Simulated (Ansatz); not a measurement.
Relaxation of F4H4OSi (10 atoms, charge 0, multiplicity 1), to a largest force component of 0.03 eV/Å in at most 50 steps.

These are results of UKS CAM-B3LYP/STO-3G in Ansatz 0.2.0, not measurements.

```xyz
10
Properties=species:S:1:pos:R:3:forces:R:3
Si -0.738 0.179 -1.260 0.57 -0.60 0.93
O 0.114 -0.929 -0.235 -0.23 0.74 -0.41
F -1.245 -0.628 -2.577 0.01 0.01 0.02
F -2.090 0.703 -0.531 0.04 -0.01 -0.03
H 0.180 1.235 -1.608 0.00 -0.01 0.01
H 0.534 0.993 1.727 1.85 -1.51 0.94
F -0.150 1.524 1.322 -1.54 1.02 -1.12
H 1.854 -0.943 1.200 -0.86 -1.03 -1.99
F 2.103 -0.472 1.992 0.16 1.39 1.65
H -0.562 -1.662 -0.031 -0.01 0.01 0.01
```

Task: Where does it end, and by what steps?

Result: It converged. Limits of this set-up: minimal basis. After 19 steps the energy has fallen by 2.948 eV; F9 moved furthest, 1.23 Å. Joined: Si1–F7, O2–H8.

| step | energy less start (eV) | largest force component (eV/Å) | accepted |
| --- | --- | --- | --- |
| 0 | 0.0000 | 1.993 | yes |
| 1 | -0.4313 | 0.734 | yes |
| 2 | -0.9198 | 0.776 | yes |
| 3 | -1.3778 | 0.939 | yes |
| 4 | -1.8667 | 1.470 | yes |
| 5 | -2.4590 | 1.606 | yes |
| 6 | -2.6568 | 1.642 | yes |
| 7 | -2.7358 | 0.838 | yes |
| 8 | -2.6917 | 1.122 | no |
| 9 | -2.7976 | 0.248 | yes |
| 10 | -2.8264 | 0.142 | yes |
| 11 | -2.8677 | 0.430 | yes |
| 12 | -2.8761 | 0.997 | yes |
| 13 | -2.8646 | 1.166 | no |
| 14 | -2.9375 | 0.245 | yes |
| 15 | -2.9338 | 0.621 | no |
| 16 | -2.9458 | 0.048 | yes |
| 17 | -2.9477 | 0.084 | yes |
| 18 | -2.9481 | 0.044 | yes |
| 19 | -2.9482 | 0.006 | yes |

```xyz
10
Properties=species:S:1:pos:R:3
Si -0.479 0.411 -0.773
O 0.576 -0.915 -0.178
F -1.170 -0.754 -1.728
F -1.846 0.791 0.044
H 0.084 1.313 -1.755
H 0.655 0.679 1.402
F 0.385 1.349 0.528
H 0.790 -0.842 1.001
F 0.890 -0.284 1.970
H 0.115 -1.749 -0.511
```

The run took 2.4 min on 1 thread of Arm Neoverse N1 (shared host), peak memory 0.17 GiB.
